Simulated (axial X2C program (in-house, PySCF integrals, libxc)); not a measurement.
**Sr₂⁺: cheaper levels and CCSD(T), two-component**

All values were computed with an axial X2C code built on PySCF integrals. Two-component (2c) means X2C with spin–orbit coupling and atomic mean-field two-electron Coulomb and Gaunt terms. Basis: Sr dyall-cv3z [13s12p8d5f1g] (cores contracted in-house); Gaussian nuclei, density fitting, unrestricted open shells. Masses: Sr 87.906 u.

State: Ω = 1/2 (⟨Sz⟩ = 0.50, ⟨Lz⟩ = 0.00 at HF); fragments Sr + Sr+.

| level | Re (Å) | ωe (cm⁻¹) | De (eV) |
| --- | --- | --- | --- |
| PBE0 | 4.228 | 76.7 | 1.17 |
| HF | 4.522 | 67.1 | 0.989 |
| CCSD | 4.339 | 76.3 | 0.991 |
| PBE50 | 4.245 | 77.8 | 1.15 |

Correlated methods: 3 electrons correlated (number of frozen shells: Sr 4 s, 3 p, 1 d), 329 virtual spin orbitals or spinors in MP2, 66 natural virtuals in coupled cluster.

CCSD(T), same Hamiltonian and basis:

Re = 4.330 Å, ωe = 76.8 cm⁻¹, De = 1.00 eV; T1 = 0.084 (Lee–Taylor normalisation).

(1) Give the differences from CCSD(T) in the columns below.

Occupations by symmetry block were frozen at the best pattern of an incomplete PBE0 search. De is counted from the lowest determinant-based energies of the atoms at the same level, without counterpoise correction. Density functionals use the spin component along the axis (collinear). Coupled cluster ran in a truncated set of natural virtual spinors; the MP2 energy of the rest was added. (T) has no such correction and the atoms are truncated less, which lowers De at CCSD(T) by a hundredth of an eV or more. The outer-core s and p shells of the metal are frozen in the correlated rows, which leaves out core–valence correlation; for alkali and alkaline-earth bonds that tends to lengthen them. The determinant is spin-polarised beyond a pure state at some levels (its spin-free form has ⟨S²⟩ too high), which makes Re and μ there less reliable. The T1 diagnostic is large, a sign of multireference character. With the outer-core shells frozen, correlated bond lengths of heavy atoms tend to come out a few hundredths of an ångström too long.

Answers

(1) 

```json
{"level": "PBE0", "ΔRe (Å)": "-0.102", "Δωe (cm⁻¹)": "-0.1", "ΔDe (eV)": "0.17"}
{"level": "HF", "ΔRe (Å)": "0.192", "Δωe (cm⁻¹)": "-9.7", "ΔDe (eV)": "-0.01"}
{"level": "CCSD", "ΔRe (Å)": "0.009", "Δωe (cm⁻¹)": "-0.5", "ΔDe (eV)": "-0.01"}
{"level": "PBE50", "ΔRe (Å)": "-0.085", "Δωe (cm⁻¹)": "1.0", "ΔDe (eV)": "0.15"}
```
